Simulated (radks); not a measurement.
Results of a calculation; reference values are marked as such.
Task: All-electron atom: neutral magnesium in [Ne] 3s2. Code: a radial shooting solver on a logarithmic mesh with Libxc functionals. Model: non-relativistic Kohn-Sham, exchange-only PBE, spin-polarised, spherical densities, point nucleus. Some entries of the table are withheld. Estimate them.

| orbital | occ. | eigenvalue (hartree) | <r> (bohr) |
|---|---|---|---|
| 1s | 2 | (1) | 0.1309 |
| 2s | 2 | (2) | 0.7001 |
| 2p | 6 | (3) | (4) |
| 3s | 2 | -0.14926 | (5) |

Result: 
(1) 1s eigenvalue (hartree): -46.18699
(2) 2s eigenvalue (hartree): -2.87954
(3) 2p eigenvalue (hartree): -1.67554
(4) 2p <r> (bohr): 0.6914
(5) 3s <r> (bohr): 3.215
